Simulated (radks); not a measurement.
Valence configurations of Ir III (all share [Xe]). Method: Dirac Kohn-Sham, PBE, spin-unpolarised, spherical densities, finite nucleus; open shells fill j = l - 1/2 first; Fermi nuclear charge, rms radius 5.4032 fm; computed with a radial shooting solver on a logarithmic mesh with Libxc functionals. Energies are relative to 4f14 5d7; eigenvalues in eV.

valence           E (eV)  e(4f5/2)  e(4f7/2)  e(5d3/2)  e(5d5/2)  e(6p1/2)
4f14 5d7           0.000   -81.087   -77.968   -25.036   -23.726         -
4f14 5d6.5 6s0.5   1.293   -82.797   -79.677   -26.232   -24.885         -
4f14 5d6 6s1       2.855   -84.561   -81.441   -27.456   -26.071         -
4f14 5d6 6p1       9.590   -85.753   -82.632   -28.496   -27.094   -16.587
4f13 5d8          58.911   -92.058   -88.831   -26.626   -25.181         -
4f13 5d7 6s1      62.906   -95.702   -92.473   -29.195   -27.672         -
4f13 5d7 6p1      69.800   -96.897   -93.668   -30.255   -28.715   -16.843
4f12 5d8 6s1      132.59   -107.22   -103.88   -30.912   -29.249         -
4f12 5d7 6p2      153.94   -113.55   -110.21   -35.774   -34.000   -18.624
4f12 5d6 6s2 6p1  154.66   -116.51   -113.17   -37.571   -35.729   -19.032

NIST lists [Xe] 4f14 5d7 as the ground configuration; this level of theory agrees among the configurations tried. The energies are those of spherical spin-averaged densities, not of single terms.
